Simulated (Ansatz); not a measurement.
Si(F)(OH)2(SeH) (FH3O2SeSi), SMILES O[Si](O)(F)[SeH].

Geometry optimised at B3LYP-D3(BJ)/def2-SVP. This is a generated structure with no PubChem entry under its InChIKey; it may be hypothetical. Other conformers were not sampled.

Two levels are set side by side: PBE/def2-SVPD (Ansatz, a program for electronic structure) and PBE0/def2-SVPD (Ansatz). Energy differences of separate SCF runs at the same geometry; the states with an electron removed or added have multiplicity 2 and 2. Differences are taken from unrounded values.

```
quantity                           PBE0
---------------------------------  ----
vertical ionisation energy (eV)    9.80
vertical singlet–triplet gap (eV)  5.14
```

Question: What does PBE give, and how far is it from PBE0? (An estimate is asked for; the answer gives what the named calculation found.)

Answer: 
| quantity | PBE | PBE minus PBE0 |
|---|---|---|
| vertical ionisation energy (eV) | 9.62 | -0.18 |
| vertical singlet–triplet gap (eV) | 5.05 | -0.08 |

Here PBE gives about what the other level gives.
